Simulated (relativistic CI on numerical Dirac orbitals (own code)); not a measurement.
**Ligand-field terms of d5**

Computed with a parametric ligand-field model of a d^n configuration (Racah B and C, spin-orbit zeta, crystal field), exact diagonalisation.

Field parameters in Wybourne normalisation: Oh B⁴₀ = 21Dq, B⁴₄ = √(5/14) B⁴₀; Td as Oh with Dq negative (B⁴₀ = 21Dq, B⁴₄ = √(5/14) B⁴₀). The field is a parameter set, without covalency.

Q: Ground term and bands for B = 400, C = 1720, ζ = 0 cm⁻¹, Oh, 10Dq = 36800 cm⁻¹?

A: Ground term 2T2 with 0.01 electrons in the two orbitals of the cubic e set. Spin-allowed: 2A2 34325 cm⁻¹ (291 nm), 2T1 34468 cm⁻¹ (290 nm), 2T2 35735 cm⁻¹ (280 nm), 2E 36617 cm⁻¹ (273 nm). Lowest spin-forbidden: 4T1 28346 cm⁻¹ (353 nm), 4T2 31470 cm⁻¹ (318 nm), 6A1 50931 cm⁻¹ (196 nm).

Q: Ground term and bands for B = 730, C = 3170, ζ = 0 cm⁻¹, Oh, 10Dq = 12750 cm⁻¹?

A: Ground term 6A1 with 2.00 electrons in the two orbitals of the cubic e set. Spin-allowed: none. Lowest spin-forbidden: 4T1 12862 cm⁻¹ (777 nm), 2T2 14201 cm⁻¹ (704 nm), 4T2 17446 cm⁻¹ (573 nm). A high-spin d5 ion has no spin-allowed d-d band, hence its pale colour.

Q: Ground term and bands for B = 320, C = 1350, ζ = 0 cm⁻¹, Td, 10Dq = -6250 cm⁻¹?

A: Ground term 6A1 with 2.00 electrons in the two orbitals of the cubic e set. Spin-allowed: none. Lowest spin-forbidden: 2T2 4602 cm⁻¹ (2173 nm), 4T1 4769 cm⁻¹ (2097 nm), 4T2 6867 cm⁻¹ (1456 nm). A high-spin d5 ion has no spin-allowed d-d band, hence its pale colour.

Q: Ground term and bands for B = 930, C = 4510, ζ = 0 cm⁻¹, Td, 10Dq = -3000 cm⁻¹?

A: Ground term 6A1 with 2.00 electrons in the two orbitals of the cubic e set. Spin-allowed: none. Lowest spin-forbidden: 4T1 30779 cm⁻¹ (325 nm), 4T2 31653 cm⁻¹ (316 nm), 4A1+E 31850 cm⁻¹ (314 nm). A high-spin d5 ion has no spin-allowed d-d band, hence its pale colour.

Q: Ground term and bands for B = 950, C = 4760, ζ = 0 cm⁻¹, Oh, 10Dq = 4800 cm⁻¹?

A: Ground term 6A1 with 2.00 electrons in the two orbitals of the cubic e set. Spin-allowed: none. Lowest spin-forbidden: 4T1 31038 cm⁻¹ (322 nm), 4T2 32796 cm⁻¹ (305 nm), 4A1+E 33300 cm⁻¹ (300 nm). A high-spin d5 ion has no spin-allowed d-d band, hence its pale colour.
